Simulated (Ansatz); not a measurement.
Job for Ansatz (a first-principles code): R-CCSD(T)/aug-cc-pVTZ on CH3NO (a complex).

Ansatz 0.2 input:
```yaml
crystal:
  periodic: [false, false, false]
  atoms:
    - {symbol: N, position_ang: [-0.12997870, -0.12656687, -0.16964625]}
    - {symbol: H, position_ang: [-0.35564715, 0.83948725, 0.03754899]}
    - {symbol: H, position_ang: [-0.91526728, -0.69402891, 0.12766004]}
    - {symbol: H, position_ang: [0.66495904, -0.38287252, 0.40425204]}
    - {symbol: C, position_ang: [0.55708585, -0.18282572, 3.21435916]}
    - {symbol: O, position_ang: [-0.31276729, 0.16054118, 3.83967983]}
basis:
  gaussian:
    orbitals: aug-cc-pVTZ
magnetization: {spin_polarized: false}
correlation: {method: ccsd_t, electrons: outside_noble_gas}
scf: {lower_state_search: off}
```

Output:

```
WARN ansatz: RAYON_NUM_THREADS=1 ignored (pool sized by the plan → 1); use --threads N
Functional definition: HF
these checks for a lower state are left out or cut short: stability, starts, cluster_reference, orbital_swaps, neighbouring_geometries, increment
integrals: 0.91 GiB planned
1204 factors; integrals over basis functions are off by at most 1.2e-3 eV
mean field: 0.49 GiB planned
mean field evaluation 1: about -4595.4713 eV, gradient 4.2e1 eV
mean field evaluation 2: about -4595.4723 eV, gradient 4.2e1 eV
mean field evaluation 4: about -4598.7138 eV, gradient 4.1e0 eV
mean field evaluation 8: about -4598.7529 eV, gradient 1.9e-1 eV
mean field -4598.75310119 eV, -169.0010593220 hartree, gradient 2.5e-6 eV, S^2 0.000000; 0 other end points of the search recorded, 0 dependent functions left out
3 core orbitals not correlated
reference -4598.75310119 eV, -169.0010593220 hartree; 9, 9 occupied and 195, 195 virtual orbitals, 1204 factors
second order -16.38517212 eV of doubles, -0.00000000 eV of singles
coupled cluster: 1.21 GiB planned
cycle   1  -16.20259845 eV  change    1.8e-1 eV  update   1.0e-1
cycle   2  -16.65303350 eV  change   -4.5e-1 eV  update   3.3e-2
cycle   3  -16.77761711 eV  change   -1.2e-1 eV  update   1.6e-2
cycle   4  -16.76324445 eV  change    1.4e-2 eV  update   3.2e-3
cycle   5  -16.76347288 eV  change   -2.3e-4 eV  update   1.1e-3
cycle   6  -16.76358120 eV  change   -1.1e-4 eV  update   3.2e-4
cycle   7  -16.76348963 eV  change    9.2e-5 eV  update   1.5e-4
cycle   8  -16.76344479 eV  change    4.5e-5 eV  update   4.1e-5
cycle   9  -16.76344562 eV  change   -8.4e-7 eV  update   1.5e-5
perturbative correction -0.70965528 eV, -0.0260793506 hartree
Total energy: -4616.22620210 eV, -169.6431839367 hartree
Checks for a lower state left out: stability, starts, cluster_reference, orbital_swaps, neighbouring_geometries, increment
```

The run converged.

Cost: around 5 core-minutes (rough).
